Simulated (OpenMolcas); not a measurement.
## Ir II: effect of correlating more closed shells

| Property | Result |
| --- | --- |
| Program | OpenMolcas |
| Basis | ANO-RCC-VDZP [7s6p4d2f] |
| Scalar Hamiltonian | DKH2, point nucleus |
| Active space | 8 electrons in 6 orbitals (5d 6s) |
| State averaging | 2S+1 = 5 even, 15 roots; 2S+1 = 3 even, 82 roots kept (CI in the orbitals of an earlier block); 2S+1 = 1 even, 49 roots kept (CI in the orbitals of an earlier block) |
| Spin-orbit coupling | state interaction with AMFI integrals over the reference wave functions, term energies averaged over their components |

Methods on the same reference wave functions:
A. CASSCF
B. MS-CASPT2, IPEA 0.25 Eh, imaginary shift 0.1 Eh (closed shells correlated: none)
C. MS-CASPT2, IPEA 0.25 Eh, imaginary shift 0.1 Eh (closed shells correlated: 5s 5p)

Energies in eV above 5d⁷ 6s ⁵F₅, the measured ground level; measured values from NIST Handbook of Basic Atomic Spectroscopic Data.

| Level | A | B | C | Measured |
| --- | --- | --- | --- | --- |
| 5d⁷ 6s ⁵F₅ | 0.0000 | 0.0000 | 0.0000 | 0.0000 |
| 5d⁷ 6s ⁵F₄ [69 %] | 0.6566 | 0.627 | 0.647 | 0.5936 |
| 5d⁷ 6s ⁵F₃ | 1.1587 | 1.133 | 1.142 | 1.0151 |
| 5d⁷ 6s ³P₂(1) [53 %] | 1.1777 | 0.527 | 0.580 |  |
| 5d⁸ ³F₄ [73 %] | 1.4813 | 0.324 | 0.562 | 0.2805 |
| 5d⁷ 6s ³F₄(1) [58 %] | 1.9295 | 1.599 | 1.635 |  |
| 5d⁷ 6s ⁵P₃ | 2.1464 | 1.945 | 1.950 | 1.5764 |
| 5d⁸ ³F₃ | 2.4759 | 1.361 | 1.613 | 1.2309 |
| 5d⁷ 6s ³G₅ [70 %] | 2.5594 | 2.429 | 2.389 | 2.1670 |
| 5d⁷ 6s ³P₀(1) | 2.6545 | 1.979 | 1.996 |  |
| 5d⁷ 6s ³F₃(1) [58 %] | 2.7353 | 2.364 | 2.384 |  |
| 5d⁷ 6s ³H₆ | 3.2842 | 3.168 | 3.103 |  |
| 5d⁷ 6s ³G₃ [73 %] | 3.3756 | 3.193 | 3.153 |  |
| 5d⁷ 6s ³H₅ [69 %] | 3.6494 | 3.484 | 3.428 |  |
| 5d⁶ 6s² ⁵D₃ | 3.7124 | 3.103 | 2.763 |  |
| 5d⁷ 6s ³D₃ [62 %] | 3.8550 | 3.541 | 3.547 |  |
| 5d⁶ 6s² ⁵D₂ [64 %] | 4.2190 | 3.612 | 3.180 |  |

Deviations, from unrounded energies. A percentage is the sum of absolute deviations over the sum of measured energies, with the sign that they share, or ± where signs differ.

```csv
Against measurement,Levels,A,B,C
mean absolute deviation (cm-1),6,4900,1300,1900
fine structure of the ground term (%),2,+12.8,+9.5,+11.3
other terms of the ground configuration (%),2,+25.7,+16.8,+15.9
other configurations (%),2,+161.8,+11.5,+43.9
```

B lies closest to measurement on these levels and A furthest from it. The largest miss of B in the table is 5d⁷ 6s ⁵P₃, by +3000 cm-1. The ranking rests on the paired levels alone, and a cruder setting can come out closer through cancelling errors.

Between B and C the level of the table that moves most is 5d⁶ 6s² ⁵D₂ [64 %], by 3500 cm-1 (lowest in C, highest in B). Moves below CASPT2's spread within the term are not significant.

The mean deviations of B to C differ by less than CASPT2's widest spread within a term (940 cm-1), so their order carries little weight.

From A to B the spin-free energies of the other terms of 5d⁷ 6s shown, above ⁵F, scale by factors of 0.46 to 0.95.

The lowest spin-free term lies below A's lowest term by 0.143 hartree in B, 0.296 hartree in C.

What an inner shell adds also hangs on whether the basis holds functions to correlate it.

CASPT2 breaks the degeneracy within a term, and the mean is taken; among the terms shown or strongly mixed into the levels shown the widest spread is 1100 cm-1 (5d⁷ 6s ¹G(1), C). Terms from blocks run as CI alone lack orbitals of their own. Configurations are named by rounded mean occupations; where the s occupation lies near a half they are strongly mixed, a name can repeat and a true partner stay unpaired. A single d shell beside an s shell can misplace configurations of different d count against each other. The CASPT2 spread within a term exceeds the gap to the next term for 5d⁷ 6s ⁵P and 5d⁷ 6s ¹G(1), so the order of their levels is uncertain (figures for B; the like holds for C). Without dynamic correlation excited terms often stand tens of per cent too high (terms of higher spin than the ground term too low), and those without a measured partner can miss by more than the paired ones (holds for A). Some levels mix across a computed gap that differs much from the measured one, so their mixing is not that of the real levels (holds for A; C). Blocks of more than 70 roots (2S+1 = 3 even) ran without multistate coupling (holds for B; C). Some terms miss by over 15 % even with CASPT2, which points to a basis or an active space too small for the shells correlated (holds for B; C). Measured partners are found by configuration, term and J. A level has none where our copy of the source lacks it or the pairing is in doubt (some pairs that miss far off the trend of their configuration count as doubtful), and it then counts in no deviation. Levels of configurations outside the active space are missing. Levels that lie high or do not pair safely by name in every column are left out.

A share in square brackets marks a mixed level and gives the weight of the term that names it, the lowest over the columns. A number in round brackets counts repeated terms of one configuration in the order of the reference energies.
